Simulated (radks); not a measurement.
Results of a calculation; reference values are marked as such.
Task: Spherical quantum dot in the effective-mass picture: electrons in a hard-walled sphere of radius 8.34, with a point charge +1 (a donor) at the centre, all in effective atomic units (hartree* = m*/eps^2 hartree, bohr* = eps/m* bohr), one dielectric constant everywhere. Level of theory: non-relativistic Kohn-Sham, LDA (Slater exchange, Perdew-Wang correlation), spin-polarised, spherical densities (a radial shooting solver with Libxc functionals). Levels are named by radial order and angular momentum (1s, 1p, 1d, 2s, ...), and open shells are averaged over m. Results are scaled to m* = 0.068 and eps = 13.2, for which hartree* = 10.62 meV and bohr* = 10.27 nm. At N = 5 the configuration is 1s2 1p(up 3, down 0). Does electron 6 go into 2s down or 1p down or 2s up?

Result: Into 2s up. The total energies of the other choices lie higher by 0.0843 meV (1p down), 0.135 meV (2s down).
